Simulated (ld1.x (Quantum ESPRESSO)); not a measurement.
What one change does to a pseudopotential (aluminium, TM)

```
Element                 : aluminium
Generator               : ld1.x (Quantum ESPRESSO) 7.5
Type                    : norm-conserving Troullier–Martins (Kleinman–Bylander form)
Functional              : PBE
Relativity              : scalar-relativistic
Frozen core             : [Ne]
Valence charge          : 3
Reference configuration : 3s2 3p0 (charge +1)
Partial waves           : 3p (bound, empty): rc 2.35 bohr; 3d channel at 0.45 Ry: rc 2.00 bohr; 3s (bound): rc 1.50 bohr
Local potential         : the s channel
Core correction         : a·sin(br)/r model core inside 1.50 bohr
```

Change: wave 3p (bound): rc 2.35 bohr becomes 3p (bound): rc 1.54 bohr.

Cutoffs: the cutoffs (Ry, on a coarse ladder) from which the occupation-weighted sum of valence levels, in a spherical-Bessel basis at the reference potential, stays within 10 and 1 mRy of its value at 400 Ry; they do not see the model core or the augmentation charge, which bear on the density cutoff. Errors are all-electron minus pseudo energies relative to the spin-unpolarised reference configuration.

Q: Predict the effect on cutoff, ghosts and configuration errors.

A: The potential gets neither clearly harder nor softer (30 Ry and 60 Ry → 30 Ry and 60 Ry); of the 7 tests that both files solve, the error grows in 4 and shrinks in 0 by more than 15 % and 0.3 meV (median size 3.4 → 4.7 meV); neither file shows a bound ghost. That the errors move this way runs against the usual rule that smaller radii transfer better.

```csv
quantity,base,changed
"cutoff, loose",30 Ry,30 Ry
"cutoff, tight",60 Ry,60 Ry
bound ghosts,none,none
"error for 3s2 3p1, meV [ΔE -5.76 eV]",+3.4,+3.9
"error for 3s1 3p0, meV [ΔE 19.23 eV]",+24,+24
"error for 3s2 3p0.5, meV [ΔE -3.68 eV]",+1.2,+1.3
"error for 3s0 3p3, meV [ΔE 4.69 eV]",-4.1,+13
"error for 3s2 3p1.3, meV [ΔE -6.34 eV]",+4.6,+5.4
"error for 3s1 3p1, meV [ΔE 5.81 eV]",+0.7,+4.7
"error for 3s1 3p2, meV [ΔE -0.62 eV]",-1.7,+3.2
```
